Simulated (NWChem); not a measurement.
System: GeSiH₅OCl; SMILES Cl[SiH2][GeH2][OH]

Input file for NWChem:

```
start job
memory heap 200 mb stack 900 mb global 1100 mb
geometry units angstroms
  O     -2.007010     0.694336    -0.159045
  Ge    -0.878510    -0.698264    -0.340645
  Si     1.314690     0.056736    -0.507045
  Cl     1.665390     1.123036     1.265355
  H     -1.600210     1.528536    -0.510445
  H     -1.260310    -1.614964    -1.516945
  H     -0.931810    -1.502664     0.997355
  H      2.224690    -1.090764    -0.593645
  H      1.527090     0.898536    -1.680945
end
basis spherical
  * library def2-svp
end
dft
  xc xpbe96 cpbe96
  disp vdw 4
  iterations 150
end
driver
  maxiter 120
end
task dft optimize
task dft freq
```

The level has its own optimisation; frequencies are unscaled.

Predict the main results of this run. (PBE-D3(BJ)/def2-SVP.) Quantities: r Ge–O (Å); r H–O (Å); r Ge–Si (Å); r Cl–Si (Å); highest harmonic frequency (cm⁻¹); lowest (cm⁻¹); zero-point energy (kcal/mol); dipole (D).


| Quantity | Value |
|---|---|
| r Ge–O (Å) | 1.807 |
| r H–O (Å) | 0.979 |
| r Ge–Si (Å) | 2.403 |
| r Cl–Si (Å) | 2.109 |
| highest harmonic frequency (cm⁻¹) | 3661 |
| lowest (cm⁻¹) | 42 |
| zero-point energy (kcal/mol) | 29.5 |
| dipole (D) | 1.85 |
